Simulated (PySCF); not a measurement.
Geometry:
```csv
atom,x (Å),y (Å),z (Å)
B1,-1.871,1.037,0.259
P2,-0.823,-0.458,-0.265
B3,0.855,-0.533,0.823
C4,1.645,0.739,0.399
C5,2.227,1.747,0.038
H6,-2.666,0.891,1.150
H7,-1.648,2.108,-0.235
H8,-1.621,-1.620,-0.147
H9,-0.582,-0.380,-1.656
H10,1.324,-1.602,0.465
H11,0.442,-0.550,1.971
H12,2.762,2.628,-0.266
```

Geometry: PBE0-D3(BJ)/def2-SVP; GIAO shifts from PySCF, gas phase, non-relativistic, averaged over equivalent atoms.

At B3LYP/pcSseg-2 (285 basis functions, 30 s wall time on 1 thread of an Arm Neoverse V1, shared host):
```
  atoms  δ (ppm)
     B1    101.8
     B3    -40.5
     P2   -102.9
     C4     99.7
     C5     94.0
  H6/H7     8.89
  H8/H9     4.67
H10/H11     2.39
    H12     1.96
```

Scale: 11B (96.39 ppm) vs BF3·OEt2; 31P (283.32 ppm) against H3PO4; TMS for 13C (179.19 ppm) and 1H (31.39 ppm) (reference shieldings calculated alike).

Q: Estimate the result of repeating the calculation with BP86/pcSseg-2.

A: 
```tsv
atoms	δ at BP86/pcSseg-2	change
B1	101.0	-0.8
B3	-41.4	-0.9
P2	-110.1	-7.2
C4	100.6	+0.9
C5	95.2	+1.2
H6/H7	9.13	+0.24
H8/H9	4.93	+0.26
H10/H11	2.72	+0.33
H12	2.06	+0.10
```

Shifts are taken against calculated references (same method and geometry level): BF3·OEt2 for 11B (σ = 93.34 ppm); 31P (σ = 280.27 ppm) against H3PO4; 13C (σ = 179.17 ppm) and 1H (σ = 31.23 ppm) against TMS.

The largest change is at P2 (phosphorus bonded to 2 B, 2 H). Cost: 285 basis functions, 48 s wall time on 1 thread of an Arm Neoverse V1, shared host.

A carbon bonded to boron is broadened by the quadrupolar boron nucleus and is often missing from a measured spectrum. Experimental scales use liquid or dissolved standards, which lie at an offset from isolated H3PO4.
